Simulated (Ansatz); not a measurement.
Ideal-gas functions of `[OH][Zn][Br]` at 500 K and 1 bar, from an Ansatz frequency run at PBE0-D4/def2-TZVP.

Molar mass 162.3 g/mol, point group Cs (symmetry number 1), electronic degeneracy 1, moments of inertia 0.71, 315.902, 316.612 u Å². Harmonic wavenumbers (cm⁻¹, unscaled): 123, 128, 301, 692, 770, 3909.

Use S(trans) = R[1.5 ln M + 2.5 ln T − 1.1517]; rotational temperatures θ = 24.2544 K / I; S(rot) = R[ln(√π/σ · √(T³/θAθBθC)) + 1.5]; for each mode x = 1.438777 ν̃/T, S = R[x/(eˣ − 1) − ln(1 − e⁻ˣ)] and H = RT x/(eˣ − 1); 1 cm⁻¹ = 0.0119627 kJ/mol; R = 8.31446 J/(mol·K).

**Question.** By hand: the entropy, in J/(mol·K).

**Answer.** Translation 183.1. Rotation: θ = 34.1611, 0.0768, 0.0766 K, giving 101.4. Vibration, mode by mode: 16.99, 16.67, 9.76, 3.84, 3.22, 0.00, in all 50.5. Electronic 0.0. Sum 335.0 J/(mol·K).

**Question.** By hand: H − E and G − E in kJ/mol, counted from the electronic energy.

**Answer.** Zero-point energy ½ × 5923 × 0.0119627 = 35.4; thermal vibration 12.0; translation, rotation and pV give 4 RT = 16.6. H − E = 64.0 kJ/mol, and G − E = 64.0 − 500 × 335.0/1000 = -103.5 kJ/mol.

Vibration gives 15 % of the entropy, 33.7 J/(mol·K) of it from the modes under 150 cm⁻¹: soft modes count most, and the harmonic formula is weakest for them. The sum counts one conformer and one mirror image; others add a mixing term.
